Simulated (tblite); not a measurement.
Heptalene, C12H10 (triplet state).
SMILES: `C1=CC=C2C=CC=CC=C2C=C1`

Structure optimised with GFN2-xTB, isolated species. This method treats the open shell by occupation alone, without spin polarisation.

Masses are those of the commonest isotopes; rigid-rotor values at the optimised geometry. 

Give the principal moments of inertia and the rotational constants in MHz.

Ia = 242.87, Ib = 692.58, Ic = 930.54 u·Å²; 505379 MHz·u·Å²/I gives A = 2081, B = 729.7, C = 543.1 MHz.

What kind of rotor is it?

An asymmetric top; Ray's κ = -0.757.

Is it planar, by Δ = Ic − Ia − Ib?

Not planar: Δ = Ic − Ia − Ib = -4.90 u·Å². For a rigid frame Δ = −2 Σ m c², so Σ m c² = 2.45 u·Å² lies off the ab plane: 0.49 from hydrogen and 1.96 from heavier atoms. The atom farthest from that plane is 0.29 Å away.

Give the coordinates in the principal-axis frame, origin at the centre of mass.

The sense of each axis is arbitrary; atoms in the order of the calculation.
| atom | mass (u) | a (Å) | b (Å) | c (Å) |
| --- | --- | --- | --- | --- |
| C1 | 12.000 | 3.151 | 0.001 | -0.001 |
| C2 | 12.000 | 2.525 | 1.227 | 0.163 |
| C3 | 12.000 | 1.166 | 1.518 | 0.125 |
| C4 | 12.000 | 0.000 | 0.741 | -0.002 |
| C5 | 12.000 | -1.166 | 1.518 | -0.129 |
| C6 | 12.000 | -2.524 | 1.227 | -0.159 |
| C7 | 12.000 | -3.151 | 0.001 | 0.006 |
| C8 | 12.000 | -2.525 | -1.227 | 0.158 |
| C9 | 12.000 | -1.167 | -1.519 | 0.119 |
| C10 | 12.000 | 0.000 | -0.742 | 0.000 |
| C11 | 12.000 | 1.167 | -1.518 | -0.121 |
| C12 | 12.000 | 2.525 | -1.227 | -0.159 |
| H13 | 1.008 | 4.233 | 0.001 | -0.004 |
| H14 | 1.008 | 3.176 | 2.082 | 0.293 |
| H15 | 1.008 | 0.966 | 2.582 | 0.202 |
| H16 | 1.008 | -0.966 | 2.581 | -0.211 |
| H17 | 1.008 | -3.176 | 2.083 | -0.285 |
| H18 | 1.008 | -4.233 | 0.002 | 0.014 |
| H19 | 1.008 | -3.178 | -2.082 | 0.284 |
| H20 | 1.008 | -0.969 | -2.583 | 0.189 |
| H21 | 1.008 | 0.969 | -2.583 | -0.190 |
| H22 | 1.008 | 3.177 | -2.081 | -0.289 |

Estimate the classical rotational partition function at 10 K, 50 K and 200 K.

Point group D2, symmetry number σ = 4; q = (√π/σ)·√((kT/h)³/(ABC)), k/h = 20836.6 MHz/K: 1470 at 10 K, 16400 at 50 K, 131000 at 200 K.

For this open shell read J as N, the rotation without spin; fine and hyperfine splittings come on top. Its GFN2-xTB frequencies are all real (lowest 28 cm⁻¹). These are rigid-rotor constants of the computed structure; measured ground-state constants (B0) also hold zero-point vibration.

The run took 1.2 s wall, 2.3 s CPU on Intel Xeon 6975P-C, 2 threads, no GPU, on a shared host. That covers the optimisation of the geometry.
